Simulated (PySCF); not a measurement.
Molfile (atoms numbered from 1):
```
C6H12N2
     RDKit          3D

 20 20  0  0  0  0  0  0  0  0999 V2000
    3.1232   -0.0079   -0.5221 C   0  0  0  0  0  0  0  0  0  0  0  0
    1.6862   -0.5019   -0.5149 C   0  0  0  0  0  0  0  0  0  0  0  0
    0.6824    0.6352   -0.4178 C   0  0  0  0  0  0  0  0  0  0  0  0
   -0.6827    0.1775   -0.4693 N   0  0  0  0  0  0  0  0  0  0  0  0
   -1.2114   -0.5780    0.6641 C   0  0  0  0  0  0  0  0  0  0  0  0
   -2.7210   -0.4169    0.4829 C   0  0  0  0  0  0  0  0  0  0  0  0
   -2.7379    0.8374   -0.3496 C   0  0  0  0  0  0  0  0  0  0  0  0
   -1.5940    1.1155   -0.8522 N   0  0  0  0  0  0  0  0  0  0  0  0
    3.3121    0.6602   -1.3777 H   0  0  0  0  0  0  0  0  0  0  0  0
    3.3591    0.5568    0.3942 H   0  0  0  0  0  0  0  0  0  0  0  0
    3.8362   -0.8429   -0.5893 H   0  0  0  0  0  0  0  0  0  0  0  0
    1.4695   -1.0779   -1.4301 H   0  0  0  0  0  0  0  0  0  0  0  0
    1.5411   -1.1990    0.3284 H   0  0  0  0  0  0  0  0  0  0  0  0
    0.8702    1.2214    0.5109 H   0  0  0  0  0  0  0  0  0  0  0  0
    0.8116    1.3290   -1.2619 H   0  0  0  0  0  0  0  0  0  0  0  0
   -0.8718   -1.6228    0.6522 H   0  0  0  0  0  0  0  0  0  0  0  0
   -0.8745   -0.1162    1.6181 H   0  0  0  0  0  0  0  0  0  0  0  0
   -3.2758   -0.3392    1.4291 H   0  0  0  0  0  0  0  0  0  0  0  0
   -3.1572   -1.2584   -0.0869 H   0  0  0  0  0  0  0  0  0  0  0  0
   -3.6153    1.4363   -0.6015 H   0  0  0  0  0  0  0  0  0  0  0  0
  1  2  1  0
  2  3  1  0
  3  4  1  0
  4  5  1  0
  5  6  1  0
  6  7  1  0
  7  8  2  0
  8  4  1  0
  1  9  1  0
  1 10  1  0
  1 11  1  0
  2 12  1  0
  2 13  1  0
  3 14  1  0
  3 15  1  0
  5 16  1  0
  5 17  1  0
  6 18  1  0
  6 19  1  0
  7 20  1  0
M  END
```

Geometry: PBE0-D3(BJ)/def2-SVP; GIAO absolute shieldings from PySCF, gas phase, non-relativistic, averaged over equivalent atoms.

At PBE0/pcSseg-1 (196 basis functions, 39 s wall time on 1 thread of an Arm Neoverse V2, shared host):
```tsv
atoms	σ (ppm)
C7	46.9
C3	124.8
C5	132.2
C6	148.7
C2	158.8
C1	171.2
N8	-142.7
N4	105.0
H20	24.98
H14/H15	28.42
H16/H17	28.56
H18/H19	28.76
H12/H13	29.87
H9/H10/H11	30.28
```

Q: Predict the values at KT3/pcSseg-1 on the same geometry.

A: 
```tsv
atoms	σ at KT3/pcSseg-1	change
C7	57.6	+10.7
C3	122.6	-2.2
C5	130.5	-1.7
C6	146.2	-2.5
C2	154.8	-4.0
C1	168.1	-3.1
N8	-111.0	+31.7
N4	100.6	-4.4
H20	25.24	+0.26
H14/H15	28.43	+0.01
H16/H17	28.61	+0.05
H18/H19	28.78	+0.02
H12/H13	29.87	+0.00
H9/H10/H11	30.31	+0.03
```

The largest change is at N8 (imine nitrogen). Cost: 196 basis functions, 41 s wall time on 1 thread of an Arm Neoverse V2, shared host. The order of the carbon signals is the same at both levels.
